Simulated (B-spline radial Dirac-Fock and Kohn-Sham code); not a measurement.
## Two-hole binding energies of Br⁵⁺

System: the Br⁵⁺ ion, configuration [Ar] 3d10 4s1 4p1 (not the ground configuration).

Calculated with a radial atomic solver, using Dirac-Fock ΔSCF + Breit + QED. U is the two-hole binding energy less the two single-hole energies, the effective repulsion of the holes after relaxation. Each two-hole energy is an average over J within one jj subconfiguration.

```
          holes  E(a) (eV)  E(b) (eV)  E(ab) (eV)  U (eV)
           1s⁻²    13561.3    13561.3     27644.8   522.3
   1s⁻¹ 2p1/2⁻¹    13561.3     1683.6     15388.0   143.2
   1s⁻¹ 2p3/2⁻¹    13561.3     1636.9     15335.7   137.6
   2s⁻¹ 2p1/2⁻¹     1874.1     1683.6      3638.0    80.3
   2s⁻¹ 2p3/2⁻¹     1874.1     1636.9      3590.3    79.4
        2p1/2⁻²     1683.6     1683.6      3472.3   105.2
2p1/2⁻¹ 2p3/2⁻¹     1683.6     1636.9      3416.8    96.4
2p1/2⁻¹ 3p3/2⁻¹     1683.6      269.8      1993.8    40.5
2p1/2⁻¹ 3d3/2⁻¹     1683.6      153.3      1875.4    38.5
2p3/2⁻¹ 3d3/2⁻¹     1636.9      153.3      1830.1    39.9
        3p1/2⁻²      276.7      276.7       588.8    35.4
        3p3/2⁻²      269.8      269.8       573.0    33.5
3d3/2⁻¹ 3d5/2⁻¹      153.3      152.3           ?       ?
        3d5/2⁻²      152.3      152.3       337.8    33.2
```

Question: Give the missing two-hole energy and U.

Answer: E(ab) = 339.2 eV and U = 33.6 eV.
